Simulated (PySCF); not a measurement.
Species: C₄H₉FOSi.
SMILES with atom numbers: `[CH3:1][O:2][C@@H:3]1[SiH2:4][CH2:5][C@@H:6]1[F:7]` (hydrogens: H8, H9, H10 on C1; H11 on C3; H12, H13 on Si4; H14, H15 on C5; H16 on C6)

Structure used (PBE0-D3(BJ)/def2-SVP), in Å, numbered top down from 1:
```
atom  x, y, z in Å
C1     2.300   -0.195   -0.418
O2     1.238    0.384    0.296
C3     0.065    0.575   -0.448
Si4   -1.244    1.229    0.801
C5    -1.491   -0.656    0.865
C6    -0.827   -0.687   -0.512
F7    -0.171   -1.859   -0.811
H8     2.582    0.431   -1.286
H9     2.060   -1.208   -0.777
H10    3.160   -0.249    0.265
H11    0.272    1.039   -1.430
H12   -2.379    1.988    0.196
H13   -0.727    1.925    2.010
H14   -2.463   -1.155    0.959
H15   -0.787   -1.057    1.611
H16   -1.588   -0.524   -1.299
```

Computed with TDDFT wB97X-D/def2-SVPD, vertical, gas phase, core orbitals frozen in the response in PySCF.

Transition dipole moments from the ground state, in atomic units and in the frame of the coordinates above (overall signs are arbitrary), for the states with f of 0.002 or more among the lowest 6:

| state | E (eV) | μx | μy | μz |
| --- | --- | --- | --- | --- |
| S1 | 6.861 | 0.258 | -0.233 | -0.157 |
| S2 | 7.127 | -0.240 | 0.066 | 0.134 |
| S3 | 7.592 | -0.061 | 0.117 | 0.331 |
| S4 | 7.692 | 0.196 | -0.217 | -0.174 |
| S5 | 7.879 | -0.007 | 0.510 | 0.037 |
| S6 | 8.040 | 0.538 | -0.136 | -0.453 |

Q: What oscillator strength does each state have?

A: f = (2/3) ΔE |μ|² with ΔE in hartree (27.2114 eV).

| state | \|μ\|² (au) | \|μ\| (D) | f |
| --- | --- | --- | --- |
| S1 | 0.145 | 0.97 | 0.024 |
| S2 | 0.080 | 0.72 | 0.014 |
| S3 | 0.127 | 0.91 | 0.024 |
| S4 | 0.115 | 0.86 | 0.022 |
| S5 | 0.261 | 1.30 | 0.050 |
| S6 | 0.513 | 1.82 | 0.101 |

Q: Which bond between heavy atoms lies closest to the direction of the S6 transition dipole?

A: C3–Si4, at 10° from it; next C1–O2 at 15°.

Q: What angle do the transition dipoles of S2 and S3 make?

A: |cos θ| = |μa·μb| / (|μa| |μb|) = 0.66, so θ ≈ 48° (taken between 0 and 90°, since the signs are arbitrary).

Q: What peak molar absorption coefficient would the strongest computed level give as a lone Gaussian band 0.5 eV wide at half height?

A: ε(max) = 2.175×10⁸ f / FWHM, with the width in cm⁻¹. S6: 2.175×10⁸ × 0.1011 / 4033 ≈ 5400 L mol⁻¹ cm⁻¹.

One conformer stands for the species.

Without π bonds the low states may be Rydberg-like; a valence basis with one diffuse set may place them up to an eV too high.
